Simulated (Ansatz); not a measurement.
Total energies of (CuOH)2 ring (Cu₂O₂H₂) from Ansatz at PBE-D4/def2-TZVP, gas phase (1 Eh = 27.2114 eV = 2625.5 kJ/mol). The reference geometry is relaxed at PBE-D4/def2-SVP.

| state | geometry | energy (Eh) |
| --- | --- | --- |
| charge 0 singlet | reference | -3432.16910 |
| charge 1 doublet | reference | -3431.88390 |
| free Cu atom (doublet) | – | -1640.24447 |
| free O atom (triplet) | – | -75.00967 |
| free H atom (doublet) | – | -0.49962 |

Work out the vertical ionisation energy to the doublet.

E(charge 1 doublet) − E(charge 0 singlet) = -3431.88390 − (-3432.16910) = 0.28520 Eh = 7.76 eV. For comparison, −ε of the highest occupied level is 4.36 eV at this level, 3.40 eV less.

What is the binding energy per atom against free atoms?

Atoms: 2 × (-1640.24447) + 2 × (-75.00967) + 2 × (-0.49962) = -3431.50752 Eh. Binding: -3431.50752 − (-3432.16910) = 0.66158 Eh = 18.00 eV, or 3.00 eV for each of 6 atoms (no zero-point energy, no counterpoise term).
